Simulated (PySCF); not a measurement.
Species: CHBF2S.
Cartesian coordinates in Å at the PBE0-D3(BJ)/def2-SVP level; atoms count from 1:
```xyz
6
CHBF2S angstrom
F      1.148    1.397    0.244
B      0.729    0.156    0.272
F      1.554   -0.760    0.736
C     -0.705   -0.258   -0.230
S     -1.712    0.775   -0.961
H     -1.011   -1.308   -0.081
```

Computed at PBE0/pcSseg-1 (PySCF, non-relativistic), with Q(11B) = 0.04059 b, Q(33S) = −0.0678 b: B2, 11B (I = 3/2): χzz = 3.473 MHz, η = 0.526; S5, 33S (I = 3/2): χzz = 56.53 MHz, η = 0.620.

Task: Find the zero-field quadrupole resonance frequencies of 11B at B2.

Result: From ν = (|χ|/2)√(1 + η²/3): ν = 1.815 MHz (three-coordinate boron).

Task: Find the zero-field quadrupole resonance frequencies of 33S at S5.

Result: From ν = (|χ|/2)√(1 + η²/3): ν = 30.02 MHz (thiocarbonyl sulfur).

In a crystal, neighbours and librations shift these lines. Geometry: PBE0-D3(BJ)/def2-SVP; no solvent, vibrations or thermal averaging. A larger basis could move these couplings by a tenth or more.

These values come from a run that also computed NMR shieldings. Time: 5.4 s wall. Hardware: x86-64 server, one thread (shared host).
